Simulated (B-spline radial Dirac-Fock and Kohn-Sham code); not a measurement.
**K-line shifts caused by a second vacancy in K⁺**

System: potassium as K⁺, configuration [Ne] 3s2 3p6, inside a Watson sphere of charge -1 and radius 2.7 Å (a model of the Madelung potential; inside it an electron's potential energy is raised by 5.3 eV).

The computed values come from a radial B-spline solver: ΔSCF Dirac-Fock with Breit, self-energy and vacuum polarisation, finite nucleus, configuration average. Each two-hole energy is an average over J within one jj subconfiguration, not an observable level; in light atoms, where LS coupling holds, the j-resolved values are not observed lines, and for a K spectator the Kα1 hypersatellite is nearly forbidden. Correlation energy is missing from these numbers.

Lines without a spectator: Kα2 (K-L2) 3311.0 eV, Kα1 (K-L3) 3313.8 eV, Kβ3 (K-M2) 3590.4 eV, Kβ1 (K-M3) 3590.7 eV. Shifts in eV with one spectator hole (a dash: not computed, or left out as unreliable):

```
spectator hole     Kα2     Kα1    Kβ3    Kβ1
    L2 (2p1/2)  +14.90  +18.53      –  +48.0
    L3 (2p3/2)  +17.82  +16.83  +47.2      –
    M2 (3p1/2)       –   +0.69  +3.71  +4.70
    M3 (3p3/2)   +0.64       –  +4.59  +4.30
```

Q: Where does the K-L3 hypersatellite lie, emitted when both K electrons are missing?

A: +194.2 eV from the normal line, at 3508.0 eV. Removing both K electrons costs 7492.0 eV, which is 260.2 eV more than twice the K binding energy. In light atoms the observed hypersatellite is the ¹S₀ → ¹P₁ component, which lies below this average, and the triplet component is nearly forbidden.

With n spectator holes in 2p, averaged over the 2p shell (energies in eV):

```csv
n,KαLⁿ,step,hypersatellite KαʰLⁿ
0,3312.8,–,3506.8
1,3330.2,+17.4,3525.6
2,3349.0,+18.8,3545.8
3,3369.2,+20.1,3567.2
4,3390.7,+21.5,3590.1
5,3413.5,+22.9,3614.2
```
